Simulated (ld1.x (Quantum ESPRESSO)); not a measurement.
# Cr (Z = 24), PAW: configuration errors across variants

chromium, PAW, made with ld1.x (Quantum ESPRESSO) 7.5 (BLYP, scalar-relativistic). Core [Ar], reference 3d5 4s1 4p0. Waves: 4s (bound): rcut 2.40, rcutus 3.10 bohr; 4s channel at 0.65 Ry: rcut 2.40, rcutus 3.10 bohr; 4p (bound, empty): rcut 2.95, rcutus 3.55 bohr; 4p channel at 2.6 Ry: rcut 2.95, rcutus 3.55 bohr; 3d (bound): rcut 1.00, rcutus 1.30 bohr; 3d channel at 0.15 Ry: rcut 1.00, rcutus 1.30 bohr. Local part: all-electron potential smoothed inside 3.55 bohr (lloc = -1). Core correction: Bessel-smoothed model core, default radius (core density twice the valence density). Augmentation charge: GAUSS, radius 1.15 bohr.

All-electron excitation energies from the reference (eV): (1) 3d5 4s0 4p0 6.970; (2) 3d4 4s0 4p0 23.059; (3) 3d3 4s0 4p0 53.807; (4) 3d5 4s0.5 4p0 2.715; (5) 3d4 4s1 4p1 3.498; (6) 3d4 4s1 4p0 7.931; (7) 3d6 4s0 4p0 1.771.

The overlap operator is not positive definite (basis up to 400 Ry) in “all radii but the core radius scaled by about 1.15 (s 3.58, p 4.10, d 1.50 bohr, rcut 2.78/3.40/1.16); local potential all-electron potential smoothed inside 4.10 bohr (lloc = -1); augmentation GAUSS, radius 1.32 bohr”. Such files are unfit for use, however small their errors in these radial tests.

Tests that are not counted but printed errors over 1 eV. “all radii but the core radius scaled by about 1.26 (s 3.90, p 4.48, d 1.64 bohr, rcut 3.02/3.72/1.26); local potential all-electron potential smoothed inside 4.48 bohr (lloc = -1); augmentation GAUSS, radius 1.44 bohr”: 3d6 4s0 4p0 (solver errors, printed error -275 eV). “all radii but the core radius scaled by about 1.35 (s 4.18, p 4.80, d 1.76 bohr, rcut 3.24/3.98/1.36); local potential all-electron potential smoothed inside 4.80 bohr (lloc = -1); augmentation GAUSS, radius 1.56 bohr”: 3d6 4s0 4p0 (solver errors, printed error -274 eV).

1 further variants failed, have other tests or too few solved ones, and are left out.

Errors AE − PS in meV (a dash: test not solved or not reliable):

| change | (1) | (2) | (3) | (4) | (5) | (6) | (7) | bound ghosts |
| --- | --- | --- | --- | --- | --- | --- | --- | --- |
| base | -6.9 | -105 | -973 | -1.6 | -74 | -74 | -26 | none |
| all radii but the core radius scaled by about 0.96 (s 2.98, p 3.42, d 1.26 bohr, rcut 2.32/2.84/0.96); local potential all-electron potential smoothed inside 3.42 bohr (lloc = -1); augmentation GAUSS, radius 1.10 bohr | -6.7 | -103 | -951 | -1.6 | -73 | -73 | -25 | none |
| all radii but the core radius scaled by about 1.09 (s 3.38, p 3.86, d 1.42 bohr, rcut 2.62/3.22/1.08); local potential all-electron potential smoothed inside 3.86 bohr (lloc = -1); augmentation GAUSS, radius 1.26 bohr | -7.2 | -108 | -1016 | -1.4 | -71 | -71 | -28 | none |
| all radii but the core radius scaled by about 1.15 (s 3.58, p 4.10, d 1.50 bohr, rcut 2.78/3.40/1.16); local potential all-electron potential smoothed inside 4.10 bohr (lloc = -1); augmentation GAUSS, radius 1.32 bohr | -7.3 | -148 | -1287 | -2.0 | -110 | -107 | -33 | not determined (overlap not positive) |
| all radii but the core radius scaled by about 1.26 (s 3.90, p 4.48, d 1.64 bohr, rcut 3.02/3.72/1.26); local potential all-electron potential smoothed inside 4.48 bohr (lloc = -1); augmentation GAUSS, radius 1.44 bohr | -7.6 | -171 | -1431 | -2.1 | -126 | -123 | – | none |
| all radii but the core radius scaled by about 1.35 (s 4.18, p 4.80, d 1.76 bohr, rcut 3.24/3.98/1.36); local potential all-electron potential smoothed inside 4.80 bohr (lloc = -1); augmentation GAUSS, radius 1.56 bohr | -8.4 | -202 | -1599 | -2.2 | -144 | -140 | – | none |

Problem. Give the same row for: all radii but the core radius scaled by about 0.90 (s 2.78, p 3.18, d 1.16 bohr, rcut 2.16/2.64/0.90); local potential all-electron potential smoothed inside 3.18 bohr (lloc = -1); augmentation GAUSS, radius 1.04 bohr.

Solution. -6.5, -101, -927, -1.7, -74, -75, -25; bound ghosts: none.
